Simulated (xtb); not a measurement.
C3H10Si (SMILES C[SiH](C)C), singlet, at a GFN2-xTB geometry.

Here is a job for xtb.
```
$ xtb mol.xyz --gfn 0 --json

# file mol.xyz
14

Si     0.04227581     0.17410565     0.35767998
C     -0.94677323     1.32330318    -0.79306653
C      1.75998590    -0.15337865    -0.39419538
C     -0.88714883    -1.47441790     0.56171541
H      0.19817869     0.81616493     1.67671672
H     -1.08207267     0.88244973    -1.77698739
H     -1.93349276     1.53106784    -0.39013129
H     -0.44225768     2.27526120    -0.92863343
H      2.35085242    -0.80627152     0.24121477
H      1.68499224    -0.62713212    -1.36922950
H      2.31726365     0.76979478    -0.52198718
H     -1.02111986    -1.97760373    -0.39202130
H     -1.87270611    -1.32118853     0.99105908
H     -0.34788226    -2.15306147     1.21575889
```

**Question.** What does this run give for the partial charges in atom order, total energy, HOMO-LUMO gap?

**Answer.** 
The partial charges in atom order comes out as Si1 0.63, C2 -0.68, C3 -0.68, C4 -0.68, H5 -0.11, H6 0.17, H7 0.17, H8 0.17, H9 0.17, H10 0.17, H11 0.17, H12 0.17, H13 0.17, H14 0.17 and the total energy is -13.722410 Ha. The HOMO-LUMO gap is 6.34 eV.
